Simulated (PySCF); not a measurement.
**Potential energy of ZnO along the bond**

Set-up: basis Zn cc-pVDZ-PP with ECP10, O cc-pVDZ; scalar-relativistic core potentials; PySCF 2.14. Energies in eV from Zn + O in their ground configurations at the same level. State: ³Π (triplet), unpaired electrons σ ↑, π ↑.

All columns are PBE0. A positive dipole means Zn(−)O(+).

```json
{"R (Å)": "1.596", "E (eV)": "-0.534", "μ (D)": "-1.34", "Mulliken charge on Zn (basis-dependent)": "0.34", "HOMO (eV)": "-6.14", "LUMO (eV)": "-4.11", "Mayer bond order": "1.19", "⟨S²⟩": "2.01"}
{"R (Å)": "1.670", "E (eV)": "-0.965", "μ (D)": "-1.54", "Mulliken charge on Zn (basis-dependent)": "0.34", "HOMO (eV)": "-6.24", "LUMO (eV)": "-3.85", "Mayer bond order": "1.12", "⟨S²⟩": "2.01"}
{"R (Å)": "1.745", "E (eV)": "-1.193", "μ (D)": "-1.73", "Mulliken charge on Zn (basis-dependent)": "0.35", "HOMO (eV)": "-6.33", "LUMO (eV)": "-3.60", "Mayer bond order": "1.07", "⟨S²⟩": "2.01"}
{"R (Å)": "1.800", "E (eV)": "-1.271", "μ (D)": "-1.86", "Mulliken charge on Zn (basis-dependent)": "0.35", "HOMO (eV)": "-6.41", "LUMO (eV)": "-3.43", "Mayer bond order": "1.04", "⟨S²⟩": "2.01"}
{"R (Å)": "1.856", "E (eV)": "-1.292", "μ (D)": "-1.98", "Mulliken charge on Zn (basis-dependent)": "0.35", "HOMO (eV)": "-6.48", "LUMO (eV)": "-3.27", "Mayer bond order": "1.01", "⟨S²⟩": "2.01"}
{"R (Å)": "1.912", "E (eV)": "-1.271", "μ (D)": "-2.07", "Mulliken charge on Zn (basis-dependent)": "0.34", "HOMO (eV)": "-6.55", "LUMO (eV)": "-3.27", "Mayer bond order": "0.98", "⟨S²⟩": "2.01"}
{"R (Å)": "1.986", "E (eV)": "-1.200", "μ (D)": "-2.17", "Mulliken charge on Zn (basis-dependent)": "0.33", "HOMO (eV)": "-6.64", "LUMO (eV)": "-3.35", "Mayer bond order": "0.94", "⟨S²⟩": "2.01"}
{"R (Å)": "2.079", "E (eV)": "-1.071", "μ (D)": "-2.23", "Mulliken charge on Zn (basis-dependent)": "0.31", "HOMO (eV)": "-6.74", "LUMO (eV)": "-3.43", "Mayer bond order": "0.88", "⟨S²⟩": "2.02"}
{"R (Å)": "2.190", "E (eV)": "-0.896", "μ (D)": "-2.22", "Mulliken charge on Zn (basis-dependent)": "0.28", "HOMO (eV)": "-6.85", "LUMO (eV)": "-3.50", "Mayer bond order": "0.80", "⟨S²⟩": "2.02"}
{"R (Å)": "2.339", "E (eV)": "-0.678", "μ (D)": "-2.08", "Mulliken charge on Zn (basis-dependent)": "0.24", "HOMO (eV)": "-6.95", "LUMO (eV)": "-3.55", "Mayer bond order": "0.68", "⟨S²⟩": "2.03"}
```

A fit through these points gives, at Re = 1.853 Å, μ = -1.97 D and dμ/dR = -1.91 D/Å; the reduced mass is 12.79 u.

Problem. How strong is the fundamental in the double-harmonic approximation, I = 42.26·(dμ/dR)²/μred km/mol?

Solution. I = 42.26·(-1.91)²/12.79 = 12.1 km/mol at PBE0.

The state was picked by a PBE0 search and need not be the measured ground state.
